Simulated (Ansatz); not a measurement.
`CC(C)[NH][Ti]([F])([F])[NH]C(C)C`, 27 atoms. The species carries charge 0 and has multiplicity 1. Correlated methods include outer-core shells of Ti, which these sets cover unevenly. Scalar relativity is left out up to krypton. Hardware: A = 11 threads of an AMD EPYC 7R13 on a shared host and a whole NVIDIA H100 80 GB; B = 11 threads of an AMD EPYC 7R13 on a shared host. Correlated methods freeze the cores.

Q: Give the basis size and wall time and peak host memory of each of these runs in Ansatz. RHF-MP2/def2-QZVPP energy [A]; RHF-CCSD(T)/def2-SVP energy [A]; RKS r2SCANh-D4/def2-TZVPP energy [A]; RKS PBE0-D4/def2-QZVPP energy [A]; RKS PBE-QIDH (frozen core)/def2-TZVPP energy [A]; RKS PBE0-D4/def2-SVP energy [B]; RKS ωB97M-V/def2-SVP energy [B]; direct RPA on PBE orbitals/def2-TZVPP energy [A]; RKS BLYP-D4/def2-TZVPP energy [A]; RKS PBE-D4/def2-TZVPP energy and forces [A]; RKS ωB97M-V/def2-QZVPP energy [A]; RHF-CCSD(T)/def2-TZVPP energy [A]. (Estimate.)

A: Computed: Other jobs shared the machine, so times are rough.

```
                                level                    job  functions  wall time  peak host memory (GiB)
               RKS BLYP-D4/def2-TZVPP             energy [A]        598      2.1 s                     1.2
                RKS PBE-D4/def2-TZVPP  energy and forces [A]        598      2.6 s                     1.2
            RKS r2SCANh-D4/def2-TZVPP             energy [A]        598      2.7 s                     1.2
                 RKS PBE0-D4/def2-SVP             energy [B]        251      3.4 s                     1.6
RKS PBE-QIDH (frozen core)/def2-TZVPP             energy [A]        598      3.8 s                     3.9
               RKS PBE0-D4/def2-QZVPP             energy [A]       1143      4.3 s                     1.8
                 RHF-CCSD(T)/def2-SVP             energy [A]        251      5.5 s                    0.88
direct RPA on PBE orbitals/def2-TZVPP             energy [A]        598      5.5 s                     3.9
                   RHF-MP2/def2-QZVPP             energy [A]       1143      7.5 s                       2
               RKS ωB97M-V/def2-QZVPP             energy [A]       1143      7.5 s                       2
                 RKS ωB97M-V/def2-SVP             energy [B]        251        9 s                       2
               RHF-CCSD(T)/def2-TZVPP             energy [A]        598      110 s                     3.7
```
